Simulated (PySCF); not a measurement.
## Dipole moment and polarisability of 2,2-dimethyl-1,3-dichloropropane

Species: 2,2-dimethyl-1,3-dichloropropane, C₅H₁₀Cl₂.
Geometry (GFN2-xTB, Å), atoms numbered from 1 in this order:
```
atom  x, y, z in Å
C1    -0.5225   -1.0929    0.9794
C2    -0.0394    0.0019    0.0235
C3    -1.0608    1.1428   -0.0094
C4     1.3127    0.5102    0.5298
Cl5    1.9608    1.8319   -0.4745
C6     0.0978   -0.5521   -1.3970
Cl7    1.2272   -1.9280   -1.4832
H8     0.1880   -1.9143    1.0147
H9    -0.6422   -0.6936    1.9833
H10   -1.4816   -1.4816    0.6465
H11   -1.1809    1.5643    0.9856
H12   -2.0270    0.7768   -0.3473
H13   -0.7347    1.9325   -0.6810
H14    2.0547   -0.2879    0.5119
H15    1.2192    0.9054    1.5407
H16   -0.8630   -0.9150   -1.7612
H17    0.4848    0.2115   -2.0716
```

Level: PBE0/def2-SVPD (PySCF), static field, nuclei fixed, core orbitals frozen in the response. The polarisability tensor in these axes (au):

```
x   87.37  0.96 -5.21
y    0.96 94.15  1.39
z   -5.21  1.39 81.97
```

**Question.** What are the eigenvalues, a third of the trace, and Δα (Δα² = ½Σ(αi − αj)² over the three pairs)?

**Answer.** Principal values 78.61, 90.53 and 94.33 au; mean 87.83 au = 13.01 Å³ = 14.48 × 10⁻⁴⁰ C²·m²/J; Δα = 14.21 au (16 % of the mean).

**Question.** What is the dipole moment, and where does it point?

**Answer.** (-2.18, 0.07, 1.34) D, 2.55 D in size, pointing from the negative to the positive side. Measured along this direction, the outermost atoms are Cl7 and Cl5 at the negative end and H9, H12, H11 and H10 at the positive end.

**Question.** Refractivity n − 1 of an ideal gas of it at 400 K and 1 atm, from the electronic α?

**Answer.** N = p/kT = 1.8347 × 10¹⁹ cm⁻³, so n − 1 = 2π × N × 13.01 × 10⁻²⁴ cm³ = 1500 × 10⁻⁶ at long wavelengths.

**Question.** Form Σ f/ω² (atomic units) for the 6 lowest TDDFT singlets, given as eV and f, and set it beside the mean polarisability, which is this sum over all singlets: 7.43, 0.0053; 7.43, 0.0033; 7.50, 0.0095; 7.51, 0.0002; 7.89, 0.0087; 7.90, 0.0039.

**Answer.** They add up to 0.39 au, 0.4 % of the 87.83 au; the largest single term is 0.12 au, from the state at 7.50 eV. Terms in order: 0.07, 0.04, 0.12, 0.00, 0.10, 0.05 au. Higher excitations give the rest. The strengths listed sum to 0.031.

**Question.** Along which axes do the principal values lie, and how far do the nuclei extend along each?

**Answer.** Largest value along (0.08, 0.99, 0.08), where the nuclei span 3.87 Å; middle along (0.85, -0.03, -0.52), 3.44 Å; least along (0.52, -0.11, 0.85), 3.68 Å. The strongest response lies along the longest span, while the other two are in reverse order.

The structure is a single GFN2-xTB conformer in the gas phase; no vibrational or solvent corrections.
